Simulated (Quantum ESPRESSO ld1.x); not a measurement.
Q: Gd IV, configuration [Xe] 4f6 6s1 (not the ground configuration). Method: scalar-relativistic Kohn-Sham, LDA (Slater exchange, VWN5 correlation), spin-polarised, spherical densities, point nucleus; open shells are filled with parallel spins first; computed with ld1.x of Quantum ESPRESSO 7.5. Some entries of the table are withheld. Estimate them.

| orbital | occ. | eigenvalue (eV) | <1/r> (bohr^-1) |
|---|---|---|---|
| 1s up | 1 | -50093.3 | 71.61 |
| 1s down | 1 | -50093.3 | 71.61 |
| 2s up | 1 | -8302.80 | 16.61 |
| 2s down | 1 | -8302.69 | 16.61 |
| 2p up | 3 | -7395.63 | 15.51 |
| 2p down | 3 | -7395.54 | 15.51 |
| 3s up | 1 | -1870.55 | 6.089 |
| 3s down | 1 | -1868.00 | 6.095 |
| 3p up | 3 | -1589.53 | 5.726 |
| 3p down | 3 | -1587.01 | 5.732 |
| 3d up | 5 | -1217.47 | 5.436 |
| 3d down | 5 | -1215.50 | 5.441 |
| 4s up | 1 | -407.754 | 2.577 |
| 4s down | 1 | -402.218 | 2.576 |
| 4p up | 3 | -314.853 | 2.371 |
| 4p down | 3 | -309.388 | 2.369 |
| 4d up | 5 | -186.262 | 2.095 |
| 4d down | 5 | -180.923 | 2.091 |
| 5s up | 1 | -83.0252 | (1) |
| 5s down | 1 | -80.3426 | (2) |
| 5p up | 3 | -58.9542 | (3) |
| 5p down | 3 | -56.8291 | (4) |
| 4f up | 6 | -46.1935 | 1.599 |
| 4f down | 0 | -41.3463 | 1.572 |
| 6s up | 1 | -25.7995 | 0.4331 |
| 6s down | 0 | -24.4494 | 0.4282 |

A: 
(1) 5s up <1/r> (bohr^-1): 1.034
(2) 5s down <1/r> (bohr^-1): 1.019
(3) 5p up <1/r> (bohr^-1): 0.8907
(4) 5p down <1/r> (bohr^-1): 0.8761
